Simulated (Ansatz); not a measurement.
Relaxation of H6O2W (9 atoms, charge 0, multiplicity 1), to a largest force component of 0.02 eV/Å in at most 40 steps.

These are results of RKS B3LYP-D4/def2-SVP (Ansatz), not measurements.

```xyz
9
Properties=species:S:1:pos:R:3:forces:R:3
W 0.000 0.000 0.000 3.19 4.90 6.11
O 0.000 0.000 1.940 -2.48 -1.08 -1.18
H -0.909 -0.281 2.277 1.49 0.24 0.31
H 1.720 0.000 0.000 1.51 -1.38 -1.39
O 0.000 1.940 0.000 -2.12 -0.73 -2.14
H -0.634 2.277 -0.710 1.31 0.25 0.84
H -1.720 0.000 0.000 -1.71 -1.21 -1.15
H 0.000 -1.720 0.000 -0.51 -0.71 -0.63
H 0.000 0.000 -1.720 -0.66 -0.28 -0.78
```

Where does it end, and by what steps?

It converged. After 13 steps the energy has fallen by 4.387 eV; H3 moved furthest, 0.83 Å.

| step | energy less start (eV) | largest force component (eV/Å) | accepted |
| --- | --- | --- | --- |
| 0 | 0.0000 | 6.107 | yes |
| 1 | -1.8973 | 2.198 | yes |
| 2 | -3.0291 | 1.930 | yes |
| 3 | -3.8757 | 1.755 | yes |
| 4 | -4.2014 | 1.793 | yes |
| 5 | -4.2715 | 1.614 | yes |
| 6 | -4.3242 | 0.405 | yes |
| 7 | -4.3650 | 0.263 | yes |
| 8 | -4.3812 | 0.124 | yes |
| 9 | -4.3837 | 0.115 | yes |
| 10 | -4.3866 | 0.039 | yes |
| 11 | -4.3868 | 0.056 | yes |
| 12 | -4.3871 | 0.028 | yes |
| 13 | -4.3872 | 0.003 | yes |

```xyz
9
Properties=species:S:1:pos:R:3
W -0.001 0.395 0.346
O -0.298 -0.167 2.131
H -0.578 -0.975 2.580
H 1.474 -0.262 -0.176
O -0.155 2.143 -0.371
H -0.361 2.538 -1.228
H -1.470 -0.153 -0.244
H -0.115 -1.263 0.036
H -0.039 -0.041 -1.287
```

The run took 59 s on 1 thread of Arm Neoverse V2, with other jobs on the host, peak memory 0.18 GiB.
